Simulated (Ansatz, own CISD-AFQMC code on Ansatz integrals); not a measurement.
C2H6Si, SMILES `C=[SiH]C` (charge 0, multiplicity 1).

Cartesian coordinates (Å):
```xyz
9

C      1.4621     0.1928    -0.9551
Si    -0.0546     0.5783    -0.2902
C     -1.0116    -0.5187     0.8754
H      1.9764    -0.7351    -0.7390
H      1.9801     0.8649    -1.6268
H     -0.7197     1.8562    -0.6146
H     -1.9859    -0.7780     0.4561
H     -0.4590    -1.4398     1.0632
H     -1.1877    -0.0204     1.8310
```
Charge 0, multiplicity 1.

Frozen-core energies in cc-pVDZ from Ansatz (an electronic-structure program) at a geometry from B3LYP-D3(BJ)/def2-TZVP; the HF reference has <S^2> = 0.00 (restricted, and unstable towards unrestricted orbitals) and the T1 diagnostic is 0.013.

```csv
level,energy (Ha)
HF,-368.10795
MP2,-368.49361
CCSD,-368.53915
```

**Question.** Estimate the energies of CCSD(T), CCSDT, phaseless AFQMC, CISD trial (own CISD-AFQMC code on Ansatz integrals; ±0.40 mHa) and CCSDT(Q), and give each level's difference from CCSDT(Q).

**Answer.** 
```tsv
level	energy (Ha)	difference from CCSDT(Q) (mHa)
MP2	-368.49361	62.11
CCSD	-368.53915	16.57
CCSD(T)	-368.55351	2.21
CCSDT	-368.55471	1.01
phaseless AFQMC, CISD trial (own CISD-AFQMC code on Ansatz integrals; ±0.40 mHa)	-368.55537	0.35
CCSDT(Q)	-368.55572	0.00
```
